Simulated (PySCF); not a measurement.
PySCF input file for HfCl3, SMILES [Cl][Hf+]([Cl])[Cl], charge +1, multiplicity 1, IEF-PCM-PBE0/def2-SVP. Geometry: B3LYP-D3(BJ)/def2-SVP. The multiplicity is an assumed one; other spin states were not compared. The isomer is the one that the SMILES or the coordinates give; other isomers of the formula were not compared. The def2 effective core potentials stand for the cores of Hf; spin–orbit coupling is left out.

```python
import numpy as np
from pyscf import gto, scf, dft
from pyscf.solvent import pcm

mol = gto.M(
    atom='''
    Hf    0.00000000    0.00000000    0.33957731
    Cl    1.84123472   -1.06303736   -0.47940326
    Cl   -1.84123472   -1.06303736   -0.47940326
    Cl   -0.00000000    2.12607472   -0.47940326
    ''',
    basis='def2-SVP',
    ecp={'Hf': 'def2-svp'},
    charge=1,
    spin=0,
    max_memory=1600,
    verbose=3,
)
mf = dft.RKS(mol, xc='pbe0').density_fit(auxbasis='def2-universal-jkfit')
mf.grids.level = 3
mf.conv_tol = 1e-9
mf.max_cycle = 100
mf.kernel()
res = {}
for name, eps in {'water': 78.355, 'benzene': 2.2706, 'ethanol': 24.852}.items():
    s = mf.PCM()
    s.with_solvent.method, s.with_solvent.eps, s.with_solvent.lebedev_order = 'IEF-PCM', eps, 29
    s.kernel(mf.make_rdm1())
    res[name] = (s.e_tot, eps, s.dip_moment(), s.mo_energy, s.converged)
    print(f'{name}: electrostatic solvation free energy {(s.e_tot - mf.e_tot) * 627.509474:.3f} kcal/mol')
```

Output:

```
converged SCF energy = -1427.63402805943

WARN: PCM is an experimental feature. It is still in testing.
Features and APIs may be changed in the future.

converged SCF energy = -1427.75683531294

WARN: System has nonzero charge 1; the dipole moment is origin-dependent.
Location of origin: [0. 0. 0.]

Dipole moment(X, Y, Z, Debye):  0.00000, -0.00117,  5.82367
water: electrostatic solvation free energy -77.063 kcal/mol

WARN: PCM is an experimental feature. It is still in testing.
Features and APIs may be changed in the future.

converged SCF energy = -1427.69845426585

WARN: System has nonzero charge 1; the dipole moment is origin-dependent.
Location of origin: [0. 0. 0.]

Dipole moment(X, Y, Z, Debye):  0.00000,  0.00009,  4.94337
benzene: electrostatic solvation free energy -40.428 kcal/mol

WARN: PCM is an experimental feature. It is still in testing.
Features and APIs may be changed in the future.

converged SCF energy = -1427.752691722

WARN: System has nonzero charge 1; the dipole moment is origin-dependent.
Location of origin: [0. 0. 0.]

Dipole moment(X, Y, Z, Debye):  0.00000, -0.00117,  5.74872
ethanol: electrostatic solvation free energy -74.463 kcal/mol
```

Self-consistency was reached.
